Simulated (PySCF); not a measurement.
## Computed spin Hamiltonian

Species: C4H6FOSi (doublet state).
Structure used (GFN2-xTB), in Å, numbered top down from 1:
```
atom  x, y, z in Å
O1    -2.2328    0.0063   -1.5365
C2    -1.3685   -0.0726   -0.7128
C3    -0.6463    0.9402    0.1441
C4     0.2535   -0.2066    0.6742
Si5    2.0803   -0.0404    0.1891
F6     2.5854    1.3488    0.8708
C7    -0.5575   -1.2227   -0.1578
H8    -1.2872    1.4059    0.8923
H9    -0.1557    1.7357   -0.4159
H10    0.1356   -0.3578    1.7486
H11    2.3525    0.1764   -1.2217
H12   -0.0109   -1.7854   -0.9137
H13   -1.1530   -1.9272    0.4217
```

The hyperfine couplings belong to this conformer and change with its torsions.

As a line formula: `O=C1CC([SiH]F)C1` [radical].

Method used: PySCF, UKS B3LYP, pcH-1 on C F H O Si, non-relativistic, mean-field spin-orbit, GIAO. The structure is a single GFN2-xTB conformer in the gas phase; no vibrational or solvent corrections. A GFN2-xTB geometry isn't a minimum of the functional, and hyperfine couplings can be far from their values at a DFT geometry, by a factor of two or more for some ions and for spin on atoms past the first row. The SCF solution wasn't tested for stability.

| Quantity | Value |
| --- | --- |
| g1, g2, g3 | 2.00138, 2.00212, 2.00391 |
| g_iso | 2.00247 |
| Form of g | rhombic: the two nearest values differ by 29 % of g3 − g1 |
| ⟨S²⟩ | 0.7511 (exact 0.7500) |
| Total energy | -620.60140 Eh |
| Basis functions | 245 |

Hyperfine couplings atom by atom, in mT; T1 to T3 are the principal values of the dipolar part; ρ(0) is the spin density at the nucleus (MHz turned into mT with g_iso):

| atom | isotope | a_iso | of which spin–orbit | T1 | T2 | T3 | Mulliken spin population | ρ(0) (bohr⁻³) |
| --- | --- | --- | --- | --- | --- | --- | --- | --- |
| O1 | 17O | -0.03 | 0.00 | -0.03 | 0.01 | 0.02 | 0.00 | 0.0014 |
| C2 | 13C | 0.00 | 0.00 | -0.02 | -0.01 | 0.03 | 0.00 | -0.0001 |
| C3 | 13C | 0.79 | 0.00 | -0.12 | -0.10 | 0.23 | 0.02 | 0.0198 |
| C4 | 13C | 1.92 | 0.00 | -0.26 | -0.24 | 0.50 | 0.04 | 0.0480 |
| Si5 | 29Si | -21.23 | 0.04 | -5.70 | 2.83 | 2.87 | 0.85 | 0.6706 |
| F6 | 19F | 4.43 | 0.06 | -4.66 | -4.51 | 9.17 | 0.04 | 0.0291 |
| C7 | 13C | -0.10 | 0.00 | -0.02 | -0.01 | 0.03 | 0.00 | -0.0024 |
| H8 | 1H | 0.41 | 0.00 | -0.08 | -0.02 | 0.10 | 0.01 | 0.0026 |
| H9 | 1H | 0.26 | 0.00 | -0.11 | -0.03 | 0.14 | 0.00 | 0.0016 |
| H10 | 1H | -0.05 | 0.00 | -0.19 | -0.10 | 0.29 | 0.00 | -0.0003 |
| H11 | 1H | 4.51 | 0.00 | -0.29 | 0.00 | 0.29 | 0.05 | 0.0283 |
| H12 | 1H | 0.09 | 0.00 | -0.09 | -0.07 | 0.16 | 0.00 | 0.0006 |
| H13 | 1H | 0.09 | 0.00 | -0.05 | -0.04 | 0.09 | 0.00 | 0.0006 |

The largest Mulliken spin population is on Si5 (+0.85). The angles at Si5 add up to 324.4°, so it is pyramidal.

Under fast tumbling the dipolar parts average out, and these isotropic splittings remain: 1 × 1H (H11, I = 1/2, 2 lines) with 4.51 mT, 1 × 19F (F6, I = 1/2, 2 lines) with 4.43 mT, 2 × 1H (H8/H13, I = 1/2, 3 lines) with 0.25 mT, 2 × 1H (H9/H12, I = 1/2, 3 lines) with 0.18 mT and 1 × 1H (H10, I = 1/2, 2 lines) with 0.05 mT.

Nuclei that the bonding pattern makes equivalent are averaged, as if the motion that swaps them (rotation, inversion, ring flip) were fast. The 1H value of +7.0 MHz is a mean of couplings from 2.6 to 11.4 MHz in this one geometry, not an average over conformers.

The 13C coupling of C4 (53.9 MHz) shows only in satellite lines or after enrichment, since that isotope makes up about 1.07 % of natural carbon.

The 29Si coupling of Si5 (-595.0 MHz) shows only in satellite lines or after enrichment, since that isotope makes up about 4.7 % of natural silicon.
